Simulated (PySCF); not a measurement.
C₆H₄ClNS.
Numbering: `[Cl:1][c:2]1[cH:3][s:4][c:5]2[cH:6][cH:7][nH:8][c:9]12`

Probes without a nucleus sit at each ring's centroid and 1 Å off its mean plane on both sides; NICS is minus the shielding there, NICSzz its component along the normal. Level: GIAO PBE0/pcSseg-1 (PySCF, non-relativistic, gas phase) on the GFN2-xTB geometry, one conformer.

Rings: 1. C2–C3–S4–C5–C9; 2. C5–C6–C7–N8–C9.

| set | NICS(0) | NICS(1), two faces | NICS(1)zz, two faces |
| --- | --- | --- | --- |
| P | -13.8 | -11.2 / -11.2 | -28.6 / -28.6 |
| Q | -12.4 | -9.7 / -9.7 | -21.0 / -21.0 |

**Question.** Which set (ppm) belongs to which ring?

**Answer.** P = 2, Q = 1.
- 1 (5-membered ring with S; formal bonds all aromatic): mean NICS(1)zz -21.0 ppm, shielded. For a flat ring without four-coordinate atoms the NICS criterion counts such a value as aromatic, though in fused rings the probe also feels the neighbouring ring.
- 2 (5-membered ring with N; formal bonds all aromatic): mean NICS(1)zz -28.6 ppm, shielded. The ring is flat and has no four-coordinate atom; by the NICS criterion it is aromatic, though in fused rings the probe also feels the neighbouring ring.

**Question.** How do the rings differ in shape?

**Answer.** 
| ring | bond lengths (Å) | rms pucker (Å) | HOMA | nearest outside atom to a NICS(1) probe (Å) |
| --- | --- | --- | --- | --- |
| 1 | 1.360, 1.735, 1.729, 1.396, 1.413 | 0.00 | 0.81 | hydrogen 2.52 |
| 2 | 1.407, 1.372, 1.365, 1.358, 1.396 | 0.00 | 0.94 | hydrogen 2.39 |

HOMA = 1 − mean of α(R − Ropt)² over the ring bonds, with Krygowski's 1993 parameters (CC: Ropt 1.388 Å, α 257.7 Å⁻²; CN: Ropt 1.334 Å, α 93.52 Å⁻²; CS: Ropt 1.677 Å, α 94.09 Å⁻²).
